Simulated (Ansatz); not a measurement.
F3HMoOS, SMILES `[OH][Mo]([F])([F])([F])=[S]`. The species carries charge 0 and has multiplicity 1. Mo: def2 effective core potential.

Cartesian coordinates in Å:
```
O 0.870 -0.624 -1.084
Mo -0.270 0.048 0.206
F 0.849 -0.671 1.492
F -0.632 1.464 -0.928
F -0.645 1.280 1.523
S -1.916 -1.201 0.112
H 1.743 -0.295 -1.322
```

Question: List the harmonic frequencies (cm⁻¹, unscaled) at PBE0-D4/def2-TZVP in Ansatz. (Best estimate.)

Answer: Ansatz gave: 81, 118, 212, 217, 262, 270, 334, 395, 557, 604, 642, 698, 714, 762, 3868.

Question: Is this a minimum?

Answer: Yes, all 15 modes are real.

Question: Give the ideal-gas thermochemistry at 298.15 K and 1 bar (rigid rotor, harmonic oscillator; point group Cs, symmetry number 1).

Answer: Zero-point energy 58.2 kJ/mol; H(298) − E = 81.2 kJ/mol; entropy 371.0 J/(mol·K), of which translation 175.1, rotation 117.8, vibration 78.1; G(298) − E = -29.4 kJ/mol. Modes under 100 cm⁻¹ are hindered rotations or soft bends, so the harmonic entropy is rough.

Question: And at 400, 500, 600, 800 and 1000 K?

Answer: 
```json
{"T (K)": "400", "H − E (kJ/mol)": "93.6", "S (J/mol/K)": "406.6", "G − E (kJ/mol)": "-69.1"}
{"T (K)": "500", "H − E (kJ/mol)": "106.6", "S (J/mol/K)": "435.8", "G − E (kJ/mol)": "-111.3"}
{"T (K)": "600", "H − E (kJ/mol)": "120.3", "S (J/mol/K)": "460.6", "G − E (kJ/mol)": "-156.1"}
{"T (K)": "800", "H − E (kJ/mol)": "148.5", "S (J/mol/K)": "501.2", "G − E (kJ/mol)": "-252.5"}
{"T (K)": "1000", "H − E (kJ/mol)": "177.5", "S (J/mol/K)": "533.5", "G − E (kJ/mol)": "-356.0"}
```
